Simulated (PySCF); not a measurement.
Property card for `C=C(/C=C/B(Cl)Cl)C`

C5H7BCl2.
Z-matrix (Å and degrees, PBE0-D3(BJ)/def2-SVP geometry), rows numbered from 1:
```
C 
C   1  1.3469
C   2  1.4990  1  122.34
C   2  1.4583  1  118.56  3  -179.97
C   4  1.3540  2  126.23  1  -179.95
B   5  1.5323  4  123.13  2  -179.97
Cl  6  1.7578  5  120.22  4  -179.99
Cl  6  1.7623  5  122.06  4     0.02
H   1  1.0931  2  121.70  3    -0.01
H   1  1.0935  2  120.99  3   179.99
H   3  1.1018  2  110.98  1  -120.66
H   3  1.0980  2  111.32  1    -0.06
H   3  1.1018  2  111.02  1   120.58
H   4  1.0967  2  115.64  1     0.04
H   5  1.0953  4  118.95  2    -0.01
```

Structural features include: C=C double bond and three-coordinate boron.

PBE0-D3(BJ)/def2-SVP geometry optimisation, gas phase (PySCF):

* Point group: Cs
* Rotational constants A, B, C: 2.385, 0.646, 0.510 GHz

**wB97X-D/def2-SVPD ground state and vertical TDDFT (core frozen in the response) (PySCF)**

* Dipole moment: 3.23 D
* HOMO energy: -9.07 eV
* LUMO energy: -0.76 eV
* HOMO–LUMO gap: 8.31 eV
* Lowest singlet excitation: 4.76 eV (261 nm, f = 0.703)
* Strongest line among the 6 lowest singlet transitions: S1 at 4.76 eV (261 nm, f = 0.703)
* Static isotropic polarisability: 112.8 au
* Electronic spatial extent ⟨r²⟩ about the centre of nuclear charge: 2036 bohr²

Monoisotopic mass from the formula: 148.0018 u.

In wavenumbers S1 is 38400 cm⁻¹ (1 eV = 8065.54 cm⁻¹). No computed singlet falls in the visible range (750 to 380 nm, 1.65 to 3.26 eV); S1 lies 1.50 eV above its blue end. A dipole of 3.23 D is allowed in Cs, and pure rotational transitions are dipole-allowed. The largest Löwdin shares of the HOMO are 0.25 on C1, 0.22 on C5, 0.19 on C2 and 0.13 on C4. The polarisability is 16.71 Å³ as a volume (1 au = 0.148185 Å³), or 1.48 au for each of the 76 electrons.

One conformer stands for the species.
